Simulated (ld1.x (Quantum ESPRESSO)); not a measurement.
## Al (Z = 13), ultrasoft: configuration errors across variants

ld1.x (Quantum ESPRESSO) 7.5 input, shortened:

```
&input
   title='Al', zed=13., rel=1, dft='PBE', iswitch=3,
   config='[Ne] 3s2 3p1'
 /
 &inputp
   pseudotype=3, tm=.true., lloc=-1, rcloc=1.40,
   nlcc=.true.,
   which_augfun='PSQ', rmatch_augfun_nc=.true.
 /
4
3S  1  0   2.00   0.00  1.50  1.75  0.0
3S  1  0   0.00   0.55  1.50  1.75  0.0
3P  2  1   1.00   0.00  2.00  2.60  0.0
3P  2  1   0.00   3.30  2.00  2.60  0.0
 &test
   configts(1)='3s2 3p1'
 /
```

All-electron excitation energies from the reference (eV): (1) 3s2 3p0 5.761; (2) 3s1 3p0 24.987; (3) 3s2 3p0.5 2.086; (4) 3s1 3p1 11.571; (5) 3s1 3p2 5.139; (6) 3s2 3p1.3 -0.575; (7) 3s0 3p3 10.451.

The default core radius of the base comes out at 1.31 bohr.

Errors AE − PS in meV (a dash: test not solved or not reliable):

```tsv
change	(1)	(2)	(3)	(4)	(5)	(6)	(7)	bound ghosts
base	+0.6	+9.2	0.0	+3.8	+2.1	0.0	+11	none
core correction none	-4.9	+4.5	-0.7	+8.2	+8.2	0.0	+63	none
core correction a·sin(br)/r model core inside 0.78 bohr	+0.4	-3.7	0.0	-2.2	-3.1	0.0	-12	none
core correction a·sin(br)/r model core inside 0.96 bohr	+0.4	-3.3	0.0	-2.0	-2.7	0.0	-10	none
core correction a·sin(br)/r model core inside 1.18 bohr	+0.5	+0.5	0.0	-0.2	-1.1	0.0	-3.3	none
core correction a·sin(br)/r model core inside 1.28 bohr	+0.6	+6.3	0.0	+2.5	+1.1	0.0	+6.4	none
core correction a·sin(br)/r model core inside 1.56 bohr	+1.2	+15	+0.2	+4.8	+4.7	+0.1	+28	none
core correction a·sin(br)/r model core inside 1.90 bohr	-0.3	-9.1	0.0	+5.3	+12	+0.1	+61	none
core correction a·sin(br)/r model core inside 2.06 bohr	-1.7	-7.9	-0.2	+6.7	+12	0.0	+74	none
```

**Question.** Give the same row for: core correction a·sin(br)/r model core inside 1.68 bohr.

**Answer.** +0.9, -0.4, +0.2, +0.9, +4.7, +0.1, +29; bound ghosts: none.
